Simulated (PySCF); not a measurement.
**Simulated characterisation data**

How the numbers were obtained: shieldings: GIAO PBE0/pcSseg-1, geometry: GFN2-xTB, in PySCF 2.14 (no relativistic terms, in vacuum, a single conformation, one averaged value for each set of equivalent atoms).

δ = σ(ref) − σ, references computed at the same level: ¹H (31.72 ppm), ¹³C (186.93 ppm) vs TMS. Where no couplings were computed, multiplicities follow the n + 1 count of equivalent neighbours, and m marks all less simple cases (inequivalent or close neighbours, rings, F or P nearby). Shifts are as computed. Against solution values, carbons near 30 ppm lie about +3 ppm off and those near 130 ppm about +5 ppm. Of 1211 compounds with measured shifts, 218 miss one by over three times the rms of a fit or turn the order of signals round; such compounds aren't used in these exercises. OH and NH positions are gas-phase values without hydrogen bonding to other molecules.

**1.** `CC(C)[C@H](C)O`, C5H12O. ¹H NMR (500 MHz, computed): δ 3.08 (m, 1H), 1.24 (d, 3H), 1.19 (d, 3H), 0.88 (m, 3H), 0.85 (m, 1H), -0.44 (br s, 1H). ¹³C{¹H} NMR (computed): δ 77.3, 43.8, 25.4, 21.9, 21.1.

**2.** SMILES CN(C)CC([SiH3])[SiH3], C4H15NSi2. ¹H NMR (500 MHz, computed): δ 3.82 (d, 6H), 2.26 (s, 6H), 2.20 (d, 2H), 0.89 (m, 1H). ¹³C{¹H} NMR (computed): δ 59.1, 46.0, 3.8.
